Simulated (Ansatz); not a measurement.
Energy needed to pull apart GaBH$_{2}$F$_{2}$ (SMILES F[B](F)[GaH2]), singlet, into free ground-state atoms, from the structure below (displaced at random from a GFN2-xTB minimum); no zero-point or spin–orbit terms; open-shell atoms are treated unrestricted, in their ground-state multiplicity.

```xyz
6
angstrom
F 1.2732 -1.7308 -0.1932
B 0.2729 -0.9994 0.3592
F -0.3441 -1.6196 1.3125
Ga -0.2444 0.9010 -0.3039
H 0.4421 1.7155 -1.4666
H -1.4795 1.7474 0.2908
```

Program: Ansatz 0.2.0. Basis: def2-TZVPP. Cores are frozen in the correlated methods. Filled d shells of the heavier atoms are correlated. The def2 sets are not built for correlating such inner shells, so the correlated values are less sure here.

```csv
method,atomization energy (eV)
PBE-D4,21.45
r2SCAN-D4,21.30
PBE0-D4,20.98
r2SCANh-D4,?
HSE06-D4,20.99
wB97M-V,21.13
HF,?
MP2,21.44
CCSD,20.42
CCSD(T),20.73
```

(1) What does HF give? (To be estimated.)

(2) What does r2SCANh-D4 give? (An estimate is asked for; the value comes from the calculation.)

The T1 diagnostic stays at or below 0.015.

Answers

(1) By the calculation: 15.94 eV, which is about 4.79 eV less than CCSD(T)/def2-TZVPP.

(2) Computed: 21.10 eV, which is about 0.37 eV more than CCSD(T)/def2-TZVPP.

In triple zeta the MP2 and coupled-cluster atomization energies are still short of their basis limit by a few kcal/mol a bond, whereas those of the functionals are nearly converged, so these differences are not deviations from converged CCSD(T).

For scale, one of the runs: CCSD(T)/def2-TZVPP forces, 169 basis functions (an equivalent command: `ansatz run in.yaml --threads 4`). Hardware: 4 CPU threads, shared host. Wall time 3.6 min; peak host memory 2.8 GiB.
